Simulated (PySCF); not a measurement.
PySCF input for Mg(SH)(SiH3) (H4MgSSi), SMILES [SH][Mg][SiH3], TDDFT-ωB97X/def2-SVPD. Geometry optimised at PBE-D3(BJ)/def2-TZVP. One conformer was computed; it need not be the lowest.

```python
import numpy as np
from pyscf import gto, scf, dft, tdscf

mol = gto.M(
    atom='''
    Mg    0.02524777    0.09901768   -0.08404547
    S     0.55084660    1.75931715   -1.60492599
    H     1.40305539    0.93913984   -2.26826285
    Si   -0.59416403   -1.70965535    1.63508438
    H    -1.32269085   -2.86948701    1.01773358
    H    -1.48765947   -1.18358353    2.72261032
    H     0.60907250   -2.28818074    2.32409894
    ''',
    basis='def2-SVPD',
    charge=0,
    spin=0,
    max_memory=1600,
    verbose=4,
)
mf = dft.RKS(mol, xc='wb97x').density_fit(auxbasis='def2-universal-jkfit')
mf.grids.level = 3
mf.conv_tol = 1e-9
mf.max_cycle = 100
mf.kernel()
mf.grids = dft.Grids(mol).set(level=1).build(with_non0tab=True)  # coarser grid for the response kernel
td = tdscf.TDDFT(mf)
td.singlet = True
td.nstates = 10
td.conv_tol = 1e-4
td.kernel(x0=td.get_init_guess(mf, 15))
td.analyze()
tt = tdscf.TDA(mf)
tt.singlet = False
tt.nstates = 4
tt.conv_tol = 1e-4
tt.kernel(x0=tt.get_init_guess(mf, 9))
tt.analyze(verbose=3)
```

Program output:

```
PySCF version 2.14.0

[INPUT] verbose = 4
[INPUT] num. atoms = 7
[INPUT] num. electrons = 46
[INPUT] charge = 0
[INPUT] spin (= nelec alpha-beta = 2S) = 0
[INPUT] symmetry False subgroup None
[INPUT] Mole.unit = angstrom
[INPUT] Symbol           X                Y                Z      unit          X                Y                Z       unit  Magmom
[INPUT]  1 Mg     0.025247770000   0.099017680000  -0.084045470000 AA    0.047711370556   0.187116296690  -0.158822920310 Bohr   0.0
[INPUT]  2 S      0.550846600000   1.759317150000  -1.604925990000 AA    1.040949210648   3.324627579750  -3.032870571296 Bohr   0.0
[INPUT]  3 H      1.403055390000   0.939139840000  -2.268262850000 AA    2.651390424695   1.774717090268  -4.286395565025 Bohr   0.0
[INPUT]  4 Si    -0.594164030000  -1.709655350000   1.635084380000 AA   -1.122807289768  -3.230780378897   3.089861668754 Bohr   0.0
[INPUT]  5 H     -1.322690850000  -2.869487010000   1.017733580000 AA   -2.499523453968  -5.422544566897   1.923237733973 Bohr   0.0
[INPUT]  6 H     -1.487659470000  -1.183583530000   2.722610320000 AA   -2.811268964916  -2.236648717246   5.144987848714 Bohr   0.0
[INPUT]  7 H      0.609072500000  -2.288180740000   2.324098940000 AA    1.150980215004  -4.324034922105   4.391910482992 Bohr   0.0

nuclear repulsion = 138.598167860406
number of shells = 46
number of NR pGTOs = 166
number of NR cGTOs = 104
basis = def2-SVPD
ecp = {}


[settings echo left out]
init E= -889.660243861933
  HOMO = -0.284966335219503  LUMO = -0.0493210067282441  gap/eV = 6.41224
cycle= 1 E= -889.857712462957  delta_E= -0.197  |g|= 0.313  |ddm|= 2.63
  HOMO = -0.289493120420901  LUMO = -0.00695587943032461  gap/eV = 7.68823
cycle= 2 E= -889.893922343969  delta_E= -0.0362  |g|= 0.201  |ddm|= 0.846
  HOMO = -0.346441259527106  LUMO = 0.0100993667466787  gap/eV = 9.70196
cycle= 3 E= -889.907196851741  delta_E= -0.0133  |g|= 0.0254  |ddm|= 0.363
  HOMO = -0.344847145976628  LUMO = 0.0151265995336956  gap/eV = 9.79538
cycle= 4 E= -889.907846412411  delta_E= -0.00065  |g|= 0.00711  |ddm|= 0.133
  HOMO = -0.347094767474266  LUMO = 0.0142750627065733  gap/eV = 9.83337
cycle= 5 E= -889.90789367343  delta_E= -4.73e-05  |g|= 0.00191  |ddm|= 0.0283
  HOMO = -0.346866406149961  LUMO = 0.0143310992482291  gap/eV = 9.82868
cycle= 6 E= -889.907897230784  delta_E= -3.56e-06  |g|= 0.000413  |ddm|= 0.00736
  HOMO = -0.346941470625958  LUMO = 0.014317080528869  gap/eV = 9.83035
cycle= 7 E= -889.907897463466  delta_E= -2.33e-07  |g|= 8.35e-05  |ddm|= 0.0024
  HOMO = -0.346958192739492  LUMO = 0.0143172869775667  gap/eV = 9.83081
cycle= 8 E= -889.907897472275  delta_E= -8.81e-09  |g|= 2.3e-05  |ddm|= 0.000515
  HOMO = -0.346961231210185  LUMO = 0.0143174588282298  gap/eV = 9.83089
cycle= 9 E= -889.907897472855  delta_E= -5.8e-10  |g|= 6.66e-06  |ddm|= 8.86e-05
  HOMO = -0.346960717673686  LUMO = 0.0143172943453527  gap/eV = 9.83088
Extra cycle  E= -889.907897472902  delta_E= -4.73e-11  |g|= 3e-06  |ddm|= 2.51e-05
converged SCF energy = -889.907897472902
tot grids = 28848


******** <class 'pyscf.tdscf.rks.TDDFT'> for <class 'pyscf.df.df_jk.DFRKS'> ********
nstates = 10 singlet
deg_eia_thresh = 1.000e-03
wfnsym = None
conv_tol = 0.0001
eigh lindep = 1e-12
eigh level_shift = 0
eigh max_cycle = 100


Excitation energies (eV)
[5.1653395  5.25416501 5.41585309 5.4930093  5.65659618 6.04827045
 6.53297215 6.75603307 6.96217333 7.15686545]

** Singlet excitation energies and oscillator strengths **
Excited State   1:      5.16534 eV    240.03 nm  f=0.0304
      22 -> 26        0.15595
      23 -> 24       -0.54675
      23 -> 25       -0.36730
Excited State   2:      5.25417 eV    235.97 nm  f=0.0695
      22 -> 24       -0.56156
      22 -> 25        0.38328
      22 -> 28       -0.14505
Excited State   3:      5.41585 eV    228.93 nm  f=0.0024
      22 -> 26       -0.21568
      23 -> 24       -0.39431
      23 -> 25        0.48189
      23 -> 28       -0.11529
      23 -> 31        0.14593
      23 -> 38       -0.11312
Excited State   4:      5.49301 eV    225.71 nm  f=0.0962
      22 -> 26        0.62420
      22 -> 29       -0.14266
      23 -> 25        0.25990
Excited State   5:      5.65660 eV    219.19 nm  f=0.3572
      22 -> 24        0.31766
      22 -> 25        0.50598
      23 -> 26        0.32748
Excited State   6:      6.04827 eV    204.99 nm  f=0.4564
      21 -> 24       -0.12622
      22 -> 24        0.22363
      22 -> 25        0.25005
      23 -> 26       -0.56587
      23 -> 29        0.10502
Excited State   7:      6.53297 eV    189.78 nm  f=0.0008
      23 -> 25        0.15724
      23 -> 27        0.34898
      23 -> 30       -0.33561
      23 -> 31       -0.21227
      23 -> 34       -0.38710
      23 -> 35       -0.11488
Excited State   8:      6.75603 eV    183.52 nm  f=0.0127
      21 -> 24        0.27306
      21 -> 25        0.50799
      21 -> 27       -0.11593
      21 -> 34        0.10518
      22 -> 27       -0.27632
      22 -> 31        0.12168
      23 -> 26       -0.10609
Excited State   9:      6.96217 eV    178.08 nm  f=0.1260
      21 -> 24       -0.56396
      21 -> 25        0.30196
      21 -> 28       -0.11026
      22 -> 31        0.16695
Excited State  10:      7.15687 eV    173.24 nm  f=0.0733
      21 -> 26       -0.61313
      21 -> 29        0.11830
      22 -> 32       -0.24240
      23 -> 27        0.10783

** Transition electric dipole moments (AU) **
state          X           Y           Z        Dip. S.      Osc.
  1        -0.3665     -0.1489     -0.2893      0.2402      0.0304
  2        -0.4871      0.2237      0.5026      0.5399      0.0695
  3        -0.0998     -0.0396     -0.0794      0.0178      0.0024
  4         0.6325      0.2511      0.5014      0.7145      0.0962
  5         0.2967      1.2210     -0.9992      2.5772      0.3572
  6         0.4775      1.1748     -1.2133      3.0802      0.4564
  7        -0.0508     -0.0204     -0.0428      0.0048      0.0008
  8         0.0790      0.1826     -0.1921      0.0765      0.0127
  9         0.3541     -0.7814     -0.0494      0.7384      0.1260
 10         0.4887      0.2002      0.3731      0.4181      0.0733

** Transition velocity dipole moments (imaginary part, AU) **
state          X           Y           Z        Dip. S.      Osc.
  1        -0.0683     -0.0278     -0.0540      0.0083      0.0293
  2        -0.0946      0.0433      0.0977      0.0204      0.0703
  3        -0.0192     -0.0077     -0.0154      0.0007      0.0022
  4         0.1283      0.0509      0.1017      0.0294      0.0971
  5         0.0628      0.2590     -0.2117      0.1158      0.3714
  6         0.1076      0.2657     -0.2740      0.1573      0.4717
  7        -0.0135     -0.0055     -0.0114      0.0003      0.0009
  8         0.0194      0.0476     -0.0486      0.0050      0.0134
  9         0.0898     -0.1996     -0.0117      0.0480      0.1252
 10         0.1304      0.0535      0.0996      0.0298      0.0755

** Transition magnetic dipole moments (imaginary part, AU) **
state          X           Y           Z
  1         0.4501     -0.4932     -0.3216
  2         0.6390      0.2563      0.5010
  3        -0.1824      0.4008      0.0289
  4         0.3955     -0.3289     -0.3333
  5         0.0324      0.0129      0.0253
  6         0.0330      0.0105      0.0220
  7        -0.0113     -0.2718      0.1579
  8        -0.1279     -0.0561     -0.1047
  9         0.5034      0.2026      0.3943
 10        -0.5707      0.5629      0.4430


******** <class 'pyscf.tdscf.rks.TDA'> for <class 'pyscf.df.df_jk.DFRKS'> ********
nstates = 4 triplet
deg_eia_thresh = 1.000e-03
wfnsym = None
conv_tol = 0.0001
eigh lindep = 1e-12
eigh level_shift = 0
eigh max_cycle = 100


Excitation energies (eV)
[4.60657827 4.76602865 4.80946403 5.01456228]

** Triplet excitation energies and oscillator strengths **
Excited State   1:      4.60658 eV    269.15 nm  f=0.0000
Excited State   2:      4.76603 eV    260.14 nm  f=0.0000
Excited State   3:      4.80946 eV    257.79 nm  f=0.0000
Excited State   4:      5.01456 eV    247.25 nm  f=0.0000
```

The calculation finished and met its thresholds.
